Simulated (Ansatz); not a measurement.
Cost and result for the atomization energy of C4H2F4, SMILES `FC(F)C#CC(F)F` (10 atoms, 9 bonds).

```
atom    x (Å)    y (Å)    z (Å)
  F1  -2.4632  -0.3570  -1.3596
  C2  -1.5296  -1.1412  -0.7741
  F3  -2.1371  -1.8497   0.2048
  C4  -0.4588  -0.3202  -0.2135
  C5   0.4574   0.3229   0.2124
  C6   1.5294   1.1422   0.7731
  F7   2.4452   0.3584   1.3865
  F8   2.1592   1.8254  -0.2098
  H9  -1.1519  -1.8440  -1.5235
 H10   1.1493   1.8632   1.5037
```

Total charge 0; spin multiplicity 1. The structure was optimised at the PBE0-D4/def2-TZVP level. Program: Ansatz. All runs use 4 threads of an Intel Xeon 6975P-C on a shared host. Times are those of one run each, without the atoms' runs, and a repeat can differ threefold. Electronic energies, without spin–orbit coupling; frozen cores. CCSD(T)/CBS adds CCSD(T) − MP2 in def2-TZVPP to the MP2 limit, and its time is that of the two runs behind it. T1 = 0.012. HSE06 is the plane-wave form, built on full-range PBE exchange.

CCSD(T)/CBS is a level of theory with its own doubt, some kJ/mol a heavy atom from the limit and from the frozen cores, so smaller differences don't rank the functionals.

```json
{"level": "revPBE-D4/def2-TZVPP", "functions": "276", "wall time": "1.2 s", "atomization (kcal/mol)": "1046.2", "difference from CCSD(T)/CBS": "14.4", "per bond": "1.6"}
{"level": "PBE0-D4/def2-TZVPP", "functions": "276", "wall time": "1.9 s", "atomization (kcal/mol)": "1046.0", "difference from CCSD(T)/CBS": "14.2", "per bond": "1.6"}
{"level": "BHLYP-D4/def2-TZVPP", "functions": "276", "wall time": "1.9 s", "atomization (kcal/mol)": "974.8", "difference from CCSD(T)/CBS": "-57.0", "per bond": "-6.3"}
{"level": "CAM-B3LYP-D4/def2-TZVPP", "functions": "276", "wall time": "2.2 s", "atomization (kcal/mol)": "1040.4", "difference from CCSD(T)/CBS": "8.6", "per bond": "1.0"}
{"level": "HSE06-D4/def2-TZVPP", "functions": "276", "wall time": "2.3 s", "atomization (kcal/mol)": "1047.3", "difference from CCSD(T)/CBS": "15.5", "per bond": "1.7"}
{"level": "r2SCANh-D4/def2-TZVPP", "functions": "276", "wall time": "2.8 s", "atomization (kcal/mol)": "1027.8", "difference from CCSD(T)/CBS": "-4.0", "per bond": "-0.4"}
{"level": "PBE-QIDH/def2-TZVPP", "functions": "276", "wall time": "3.7 s", "atomization (kcal/mol)": "1031.8", "difference from CCSD(T)/CBS": "0.0", "per bond": "0.0"}
{"level": "B2PLYP/def2-TZVPP", "functions": "276", "wall time": "3.8 s", "atomization (kcal/mol)": "1025.6", "difference from CCSD(T)/CBS": "-6.2", "per bond": "-0.7"}
{"level": "B97M-V/def2-TZVPP", "functions": "276", "wall time": "4.2 s", "atomization (kcal/mol)": "1034.1", "difference from CCSD(T)/CBS": "2.3", "per bond": "0.3"}
{"level": "CCSD(T)/def2-SVP", "functions": "122", "wall time": "6.5 s", "atomization (kcal/mol)": "986.4", "difference from CCSD(T)/CBS": "-45.4", "per bond": "-5.0"}
{"level": "MP2/def2-QZVPP", "functions": "516", "wall time": "16 s", "atomization (kcal/mol)": "1068.5", "difference from CCSD(T)/CBS": "36.7", "per bond": "4.1"}
{"level": "CCSD(T)/def2-TZVPP", "functions": "276", "wall time": "110 s", "atomization (kcal/mol)": "1003.2", "difference from CCSD(T)/CBS": "-28.6", "per bond": "-3.2"}
{"level": "CCSD(T)/CBS(def2)", "functions": "–", "wall time": "2.2 min", "atomization (kcal/mol)": "1031.8", "difference from CCSD(T)/CBS": "0.0", "per bond": "0.0"}
```

From r2SCAN to r2SCAN0 (25 % exact exchange), in def2-TZVPP and without D4, the atomization energy moves by −33.3 kcal/mol: exact exchange takes away binding that semilocal exchange gives to molecules. At CCSD(T), def2-SVP lies −45.4 kcal/mol from the extrapolated value and def2-TZVPP −28.6 kcal/mol: correlation converges slowly with the basis, and small sets miss more of it in the bonded molecule than in its fragments. The D4 term adds +6.5 kcal/mol with B3LYP and +3.4 kcal/mol with PBE0; it sums over pairs of atoms, weighted by their polarisabilities, and B3LYP, whose exchange is more repulsive, gets the larger term.

B3LYP here is the variant with VWN-RPA as its local correlation; programs differ in this.
